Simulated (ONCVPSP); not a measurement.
**u(r) = r·R(r): atom against pseudo-atom (V)**

Columns: radius, all-electron u(r) and pseudo u(r) of the 3d shell (level -36.96 eV) of vanadium in the configuration [Ne] 3s2 3p6 3d2; Wu-Cohen, scalar-relativistic, ONCV scheme, ONCVPSP 4.0.1.

```
r (bohr)  all-electron  pseudo
   0.110        0.0567  0.0055
   0.220        0.2364  0.0414
   0.330        0.4496  0.1280
   0.440        0.6345  0.2686
   0.550        0.7698  0.4490
   0.660        0.8552  0.6418
   0.770        0.8967  0.8155
   0.880        0.9037  0.9435
   0.990        0.8862  1.0109
   1.100        0.8521  1.0166
   1.210        0.8074  0.9715
   1.320        0.7565  0.8933
   1.430        0.7023  0.8003
   1.540        0.6470  0.7076
   1.650        0.5922  0.6239
   1.760        0.5389  0.5525
   1.870        0.4883  0.4926
   1.980        0.4407  0.4416
   2.090        0.3966  0.3966
   2.200        0.3560  0.3560
   2.310        0.3188  0.3187
   2.420        0.2848  0.2848
   2.530        0.2538  0.2538
   2.640        0.2257  0.2257
   2.750        0.2003  0.2003
   2.860        0.1774  0.1774
```

Question: How many radial nodes do the two functions have?

Answer: The all-electron 3d function has n − l − 1 = 0; the pseudo-wave has 0.

Question: At about which radius was the pseudo-wave matched?

Answer: 2.20 bohr. The columns agree to 0.0005 from 2.09 bohr on; several derivatives are matched, so the curves merge somewhat inside the radius.

Question: Where does each function peak?

Answer: Outermost all-electron maximum near 0.88 bohr, pseudo maximum near 1.10 bohr (to the table’s step).

Question: Is the pseudo-wave norm-conserving?

Answer: Yes: the ONCV scheme keeps the norm inside the radius equal to the all-electron one, which fixes the energy derivative of the logarithmic derivative at the level.
